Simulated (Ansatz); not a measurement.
Computed with Ansatz on PBE0-D4/def2-TZVP structures; ΔE is electronic, products minus reactants. CCSD(T)/CBS is frozen-core, at the limit of the def2 triple- and quadruple-zeta sets. Functionals use def2-TZVPP. B3LYP here is the variant with VWN-RPA as its local correlation; programs differ in this. Each species was taken in one conformer, which may not be the lowest.

Consider the cleavage of the Si–Si bond: `F[SiH2][SiH2]F` + `N[SiH3]` → `F[SiH2]N[SiH3]` + `F[SiH3]`.

| level | ΔE (kcal/mol) |
| --- | --- |
| B3LYP-D4 | -23.4 |
| r2SCAN | -22.8 |
| B3LYP | -22.6 |
| SCS-MP2/def2-TZVPP | -27.0 |
| CCSD/def2-TZVPP | -25.3 |
| CCSD(T)/def2-TZVPP | -25.2 |
| CCSD/def2-QZVPP | -25.2 |
| MP2/CBS(def2) | -26.7 |

(1) What does CCSD(T)/CBS give? (Best estimate.)

Largest T1 diagnostic among the species: 0.012.

## Answers

(1) The calculation gave: -24.8 kcal/mol. The listed levels differ from it by 1.4, 2.0, 2.2, -2.2, -0.5, -0.4, -0.4, -1.9 kcal/mol.

From PBE to PBE0 (25 % exact exchange), in def2-TZVPP and without D4, ΔE moves by −1.8 kcal/mol. The D4 term adds −0.8 kcal/mol with B3LYP and −0.4 kcal/mol with PBE0; it sums over pairs of atoms, weighted by their polarisabilities, and B3LYP, whose exchange is more repulsive, gets the larger term.
